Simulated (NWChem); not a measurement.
System: BSiH3Cl2; SMILES [SiH3]B(Cl)Cl

Excerpt of the output:

```
             Northwest Computational Chemistry Package (NWChem) 7.3.0
             --------------------------------------------------------

 C1  symmetry detected

                             Geometry "geometry" -> ""
                             -------------------------

 Output coordinates in angstroms (scale by  1.889725989 to convert to a.u.)

  No.       Tag          Charge          X              Y              Z
 ---- ---------------- ---------- -------------- -------------- --------------
    1 B                    5.0000    -0.00764693    -0.09882855     0.00707201
    2 Cl                  17.0000     1.58176108    -0.83377154    -0.00023631
    3 Cl                  17.0000    -1.40579394    -1.14850527    -0.00023344
    4 Si                  14.0000    -0.17067951     1.92058757     0.00037645
    5 H                    1.0000    -1.58805881     2.37011779     0.14247639
    6 H                    1.0000     0.37917812     2.44125361    -1.29114098
    7 H                    1.0000     0.64518712     2.49325111     1.11602006

 Effective nuclear repulsion energy (a.u.)     229.1579010526

                                 NWChem DFT Module
                                 -----------------

 Summary of "ao basis" -> "ao basis" (spherical)
 ------------------------------------------------------------------------------
       Tag                 Description            Shells   Functions and Types
 ---------------- ------------------------------  ------  ---------------------
 B                          def2-svp                 6       14   3s2p1d
 Cl                         def2-svp                 8       18   4s3p1d
 Si                         def2-svp                 8       18   4s3p1d
 H                          def2-svp                 3        5   2s1p

            General Information
            -------------------
          SCF calculation type: DFT
          Wavefunction type:  closed shell.
          No. of atoms     :     7
          No. of electrons :    56
           Alpha electrons :    28
            Beta electrons :    28
          Charge           :     0
          Spin multiplicity:     1
          Use of symmetry is: off; symmetry adaption is: off
          Maximum number of iterations: 150
          AO basis - number of functions:    83
                     number of shells:    39
          Convergence on energy requested:  1.00D-06
          Convergence on density requested:  1.00D-05
          Convergence on gradient requested:  5.00D-04

              XC Information
              --------------
                         B3LYP Method XC Potential
                     Hartree-Fock (Exact) Exchange  0.200
                        Slater Exchange Functional  0.800 local
                    Becke 1988 Exchange Functional  0.720 non-local
              Lee-Yang-Parr Correlation Functional  0.810
                  VWN I RPA Correlation Functional  0.190 local

             Grid Information
             ----------------
          Grid used for XC integration:  medium
          Radial quadrature: Mura-Knowles
          Angular quadrature: Lebedev.
          Tag              B.-S. Rad. Rad. Pts. Rad. Cut. Ang. Pts.
          ---              ---------- --------- --------- ---------
          B                   0.85       49           9.0       434
          Cl                  1.00       88          11.0       590
          Si                  1.10       88           9.0       590
          H                   0.35       45          11.0       434
          Grid pruning is: on
          Number of quadrature shells:   448
          Spatial weights used:  Erf1

      Superposition of Atomic Density Guess
      -------------------------------------

 Sum of atomic energies:       -1233.38741443

      Non-variational initial energy
      ------------------------------

 Total energy =   -1234.546192
 1-e energy   =   -2161.006400
 2-e energy   =     697.302307
 HOMO         =      -0.311783
 LUMO         =      -0.004832

     ---------------------------------------------
      Total Density - Mulliken Population Analysis
     ---------------------------------------------

    Atom       Charge   Shell Charges
 -----------   ------   -------------------------------------------------------
    1 B    5     4.49   1.99  0.90  0.17  1.03  0.31  0.09
    2 Cl  17    17.25   2.00  1.99  1.22  0.69  5.94  2.16  3.23  0.02
    3 Cl  17    17.25   2.00  1.99  1.22  0.69  5.94  2.16  3.23  0.02
    4 Si  14    13.82   2.00  1.99  1.03  0.30  5.94  1.19  1.27  0.09
    5 H    1     1.07   0.69  0.36  0.01
    6 H    1     1.06   0.69  0.36  0.01
    7 H    1     1.06   0.69  0.36  0.01

   convergence    iter        energy       DeltaE   RMS-Dens  Diis-err
 ---------------- ----- ----------------- --------- --------- ---------
 d= 0,ls=0.0,diis     1  -1236.1956623316 -1.47D+03  1.34D-02  5.08D-01
 d= 0,ls=0.0,diis     2  -1236.1611533653  3.45D-02  9.09D-03  6.88D-01
 d= 0,ls=0.0,diis     3  -1236.2585552610 -9.74D-02  1.91D-03  3.35D-02
 d= 0,ls=0.0,diis     4  -1236.2635419076 -4.99D-03  3.24D-04  4.83D-04
 d= 0,ls=0.0,diis     5  -1236.2636004567 -5.85D-05  5.10D-05  1.82D-05
  Resetting Diis
 d= 0,ls=0.0,diis     6  -1236.2636031711 -2.71D-06  1.21D-05  6.24D-07
 d= 0,ls=0.0,diis     7  -1236.2636032659 -9.48D-08  3.51D-06  2.03D-08

         Total DFT energy =    -1236.263603265907
      One electron energy =    -2162.969624895110
           Coulomb energy =      780.195397840996
    Exchange-Corr. energy =      -82.647277264380
 Nuclear repulsion energy =      229.157901052587

 Numeric. integr. density =       55.999999033345

                       DFT Final Molecular Orbital Analysis
                       ------------------------------------

 Vector   26  Occ=2.000000D+00  E=-3.387481D-01
              MO Center=  1.9D-01, -9.3D-01, -1.3D-03, r^2= 3.4D+00
   Bfn.  Coefficient  Atom+Function         Bfn.  Coefficient  Atom+Function
  ----- ------------  ---------------      ----- ------------  ---------------
    27      0.475836  2 Cl pz                45     -0.444408  3 Cl pz
    24      0.357950  2 Cl pz                42     -0.332002  3 Cl pz
    21      0.207106  2 Cl pz                39     -0.192264  3 Cl pz
    63     -0.044760  4 Si pz                74      0.036924  6 H  s
    79     -0.036657  7 H  s                 13     -0.033574  1 B  d  1

 Vector   27  Occ=2.000000D+00  E=-3.210269D-01
              MO Center=  4.7D-02, -6.8D-01,  1.4D-02, r^2= 4.2D+00
   Bfn.  Coefficient  Atom+Function         Bfn.  Coefficient  Atom+Function
  ----- ------------  ---------------      ----- ------------  ---------------
    26      0.359807  2 Cl py                43      0.342189  3 Cl px
    44     -0.279735  3 Cl py                23      0.276395  2 Cl py
    25      0.274013  2 Cl px                40      0.263238  3 Cl px
    41     -0.218363  3 Cl py                22      0.210622  2 Cl px
    20      0.158499  2 Cl py                37      0.151165  3 Cl px

 Vector   28  Occ=2.000000D+00  E=-2.946489D-01
              MO Center= -3.1D-02,  1.8D-01, -5.6D-04, r^2= 4.0D+00
   Bfn.  Coefficient  Atom+Function         Bfn.  Coefficient  Atom+Function
  ----- ------------  ---------------      ----- ------------  ---------------
    44      0.343485  3 Cl py                26      0.340873  2 Cl py
     5      0.305506  1 B  py                59      0.256929  4 Si py
    41      0.252570  3 Cl py                23      0.247099  2 Cl py
    62      0.208652  4 Si py                 2     -0.178271  1 B  s
    38      0.144802  3 Cl py                20      0.141942  2 Cl py

 Vector   29  Occ=0.000000D+00  E=-7.745087D-02
              MO Center= -6.4D-03,  3.7D-02,  6.1D-03, r^2= 3.1D+00
   Bfn.  Coefficient  Atom+Function         Bfn.  Coefficient  Atom+Function
  ----- ------------  ---------------      ----- ------------  ---------------
     6      0.564462  1 B  pz                 9     -0.462399  1 B  pz
    45      0.331585  3 Cl pz                27      0.325202  2 Cl pz
    75     -0.266528  6 H  s                 80      0.241903  7 H  s
    63     -0.234897  4 Si pz                42      0.177001  3 Cl pz
    24      0.169489  2 Cl pz                74     -0.114895  6 H  s

 Vector   30  Occ=0.000000D+00  E= 3.650512D-02
              MO Center= -1.1D-01,  1.4D+00, -1.5D-02, r^2= 4.2D+00
   Bfn.  Coefficient  Atom+Function         Bfn.  Coefficient  Atom+Function
  ----- ------------  ---------------      ----- ------------  ---------------
    61      1.189719  4 Si px                70      0.997822  5 H  s
    80     -0.634841  7 H  s                 75     -0.453019  6 H  s
     3     -0.329129  1 B  s                 36      0.270968  3 Cl s
     7      0.267365  1 B  px                44      0.246562  3 Cl py
    58      0.208875  4 Si px                 4     -0.204659  1 B  px

 Vector   31  Occ=0.000000D+00  E= 5.583752D-02
              MO Center= -1.8D-01,  2.1D+00, -2.4D-03, r^2= 3.9D+00
   Bfn.  Coefficient  Atom+Function         Bfn.  Coefficient  Atom+Function
  ----- ------------  ---------------      ----- ------------  ---------------
    62      1.683968  4 Si py                 3      1.136919  1 B  s
     8      0.788356  1 B  py                 2      0.540085  1 B  s
    75     -0.534328  6 H  s                 70     -0.509870  5 H  s
    80     -0.507959  7 H  s                 54     -0.423978  4 Si s
    53      0.349782  4 Si s                 59      0.149160  4 Si py

     ---------------------------------------------
      Total Density - Mulliken Population Analysis
     ---------------------------------------------

[...]
```

Level: B3LYP/def2-SVP. Geometry: optimised at PBE0/def2-SVP. B3LYP is NWChem's, with the RPA form of VWN correlation.

**Question.** Write an input that gives this output.

**Answer.** This is not unique; one that fits is the input that was run:
```
start job
memory heap 200 mb stack 900 mb global 1100 mb
geometry units angstroms noautoz
  B     -0.013505    -0.090245     0.005606
  Cl     1.534053    -0.909618    -0.004619
  Cl    -1.466109    -1.063144    -0.004335
  Si    -0.067643     1.935029     0.005171
  H     -1.458745     2.459732     0.149240
  H      0.509109     2.429336    -1.284973
  H      0.778136     2.459520     1.122225
end
basis spherical
  * library def2-svp
end
dft
  xc b3lyp
  iterations 150
  mulliken
end
task dft energy
```
